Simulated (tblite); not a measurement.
Compound: C5H8NSi (charge -1).
Structure used (GFN2-xTB), in Å, numbered top down from 1:
```xyz
15
C5H8NSi angstrom
C     -2.1317    0.6492   -0.0104
C     -1.0235    0.4103   -0.9919
C      0.0232   -0.3990   -0.8008
C      0.3752   -1.1419    0.4061
Si     1.6394   -0.0825    1.4391
C      3.0870    0.0416    0.3067
N      4.1538   -0.0025   -0.1515
H     -2.2371   -0.1938    0.6714
H     -1.9368    1.5397    0.5958
H     -3.0840    0.7994   -0.5261
H     -1.0893    0.9902   -1.9077
H      0.7691   -0.4493   -1.5901
H      0.8561   -2.0913    0.1616
H     -0.4856   -1.3519    1.0438
H      1.0798    1.2901    1.3321
```

Calculated harmonic vibrations of the isolated species, GFN2-xTB (tblite), most abundant isotopes, no scaling. Errors from tens to a few hundred cm⁻¹ against measured bands are possible. Modes of hydrogen on silicon can be 10 to 20 % off. One conformer, not necessarily the lowest.

Harmonic wavenumbers (cm⁻¹): 31.3, 53.9, 64.6, 104.7, 191.3, 267.5, 295.1, 341.6, 411.8, 543.9, 572.9, 633.3, 661.6, 684.2, 740.7, 822.6, 904.0, 953.9, 1032.3, 1058.3, 1090.0, 1164.8, 1185.7, 1287.6, 1372.3, 1409.3, 1497.8, 1508.5, 1518.7, 1682.8, 1960.1, 2211.1, 2920.7, 2935.6, 2953.5, 2957.5, 2985.6, 3003.8, 3010.7.

A = 4617, B = 1065, C = 979.0 MHz; mass 110.043 u (most abundant isotopes); point group C1, symmetry number 1.

Q: What is the zero-point energy?

A: Half the sum of the wavenumbers: 24513 cm⁻¹ = 293.24 kJ/mol.

Q: Give the ideal-gas entropy at 500 K and 1 bar in the rigid-rotor, harmonic-oscillator model (classical rotation).

A: Translation 178.23, rotation 126.08, vibration 189.20: S = 493.5 J/(mol K).

Q: And Cp and H(500 K) − H(0)?

A: Cp = 195.25 J/(mol K), of which vibrations give 161.99 (their classical limit is 39 R = 324.3); H(500 K) − H(0) = 61.25 kJ/mol without the zero-point energy, 44.62 from vibrations.

Q: How do the functions run with temperature in this model?

A: 
| T (K) | S (J/(mol K)) | Cp (J/(mol K)) | H − H(0) (kJ/mol) | G − H(0) (kJ/mol) | ln q(vib) |
| --- | --- | --- | --- | --- | --- |
| 50 | 248.9 | 59.7 | 2.31 | -10.13 | 0.98 |
| 100 | 295.5 | 76.4 | 5.72 | -23.83 | 2.50 |
| 298.15 | 407.4 | 139.9 | 27.14 | -94.32 | 7.52 |
| 373.15 | 441.2 | 162.5 | 38.49 | -126.16 | 9.23 |
| 750 | 582.2 | 242.2 | 116.35 | -320.32 | 17.15 |
| 1000 | 656.5 | 273.6 | 181.08 | -475.41 | 21.81 |

q(vib) and H(0) count from the zero-point level.

Q: Blend soft modes into free rotors: weight 1/[1 + (100 cm⁻¹/ν̃)⁴] for the oscillator and the rest for a rotor with moment μB/(μ + B), μ = h/(8π²ν), B = 10⁻⁴⁴ kg m². What vibrational entropy results?

A: 165.67 J/(mol K) in place of 189.20, which changes −T·S at 500 K by +11.76 kJ/mol.

Q: What must be added to the electronic energy to get the Gibbs energy at 500 K and 1 bar?

A: ZPE + [H(500 K) − H(0)] − T·S = 293.24 + 61.25 − 246.75 = 107.74 kJ/mol.

Hindered rotation and anharmonicity are outside this model. Other conformers, if any are populated, would add a mixing term that is left out. The structure is chiral; the term R ln 2 for an equal mix with its mirror image is left out.

Time: 0.54 s. Hardware: an Intel Xeon with one thread, no GPU, on a shared host. This covers the Hessian and the dipole derivatives.
